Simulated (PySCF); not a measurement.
An unknown is described by computed data only.

Elements present: C, H and N. Monoisotopic mass: 117.0578 u.

| Property | Result |
| --- | --- |
| Rotational structure | rotational constants A, B, C: 5.874, 0.833, 0.733 GHz [GFN2-xTB] |
| UV, first state | lowest singlet excitation: 4.54 eV (273 nm, f = 0.003) [TDDFT PBE0/def2-SVPD] |
| NMR, other nuclei | isotropic shieldings of nuclei other than C and H, by class: -91 (1 N) ppm [GIAO PBE0/pcSseg-1] |
| Triplet | lowest triplet excitation (Tamm–Dancoff): 3.63 eV [TDA PBE0/def2-SVPD] |
| 13C NMR | chemical shifts (computed TMS as zero) by class: 155.6 (2 C), 136.6 (1 C), 131.6 (2 C), 101.7 (1 C), 85.9 (1 C), 5.9 (1 C) ppm [GIAO PBE0/pcSseg-1] |
| Polarisability | 103.2 au [PBE0/def2-SVPD] |
| Dipole | 3.27 D [PBE0/def2-SVPD] |

The electronic properties come from PySCF, for the isolated species, density fitting. Levels stand in brackets. NMR shifts are as computed; neighbouring signals can stand in another order in a measured spectrum. Geometry: GFN2-xTB; no solvent, vibrations or thermal averaging. NMR classes are plain means over equivalent atoms (diastereotopic ones count apart unless rotation or inversion swaps them), as if these changed places fast.

Question: Which formula fits the mass and the elements?

Answer: C8H7N (calculated 117.0578). No other formula that holds each of these elements comes within 0.0003 u with a fitting electron parity and a possible valence count.

Question: Propose a structure and show how it fits.

Answer: Numbering: `[CH3:1][C:2]#[C:3][c:4]1[cH:5][cH:6][n:7][cH:8][cH:9]1`. Its formula, C8H7N, gives 6 degrees of unsaturation: 1 ring and 5 π bonds in the structure found (Kekulé form). 8 carbons fall into 6 classes; from least to most shielded: aromatic CH next to a ring nitrogen [C6/C8] (155.6 ppm, 2 C), substituted aromatic carbon [C4] (136.6 ppm), aromatic CH carbon [C5/C9] (131.6 ppm, 2 C), alkyne carbon [C2] (101.7 ppm), alkyne carbon [C3] (85.9 ppm), propargylic carbon [C1] (5.9 ppm). The other shieldings belong to: -91 ppm, pyridine-type nitrogen [N7]. S1 is mainly HOMO−1→LUMO (weight 0.98); the largest Löwdin shares of the orbital it empties are 0.61 on the pyridine-type nitrogen, 0.11 on each of 2 atoms of one kind (aromatic CH next to a ring nitrogen) and 0.05 on an aromatic CH carbon, of the orbital it fills 0.19 on the substituted aromatic carbon, 0.18 on the pyridine-type nitrogen, 0.11 on an alkyne carbon and 0.10 on an aromatic CH carbon. By its constants the optimised geometry is an asymmetric top. Structure: `CC#Cc1ccncc1`. Computed isomers that give other values at the same levels: `c1ccc2[nH]ccc2c1` (rotational constant A: 3.928 GHz; this holds for the one conformer computed); `CC#Cc1cccnc1` (13C chemical shifts (computed TMS as zero) by class: 159.5 (1 C), 153.5 (1 C), 145.9 (1 C), 127.6 (1 C), 124.8 (1 C), 100.3 (1 C), 84.5 (1 C), 5.9 (1 C) ppm); `c1ccn2cccc2c1` (rotational constant A: 4.015 GHz; this holds for the one conformer computed). The assignments are read from this structure; whether some other isomer fits the data as well wasn't checked.
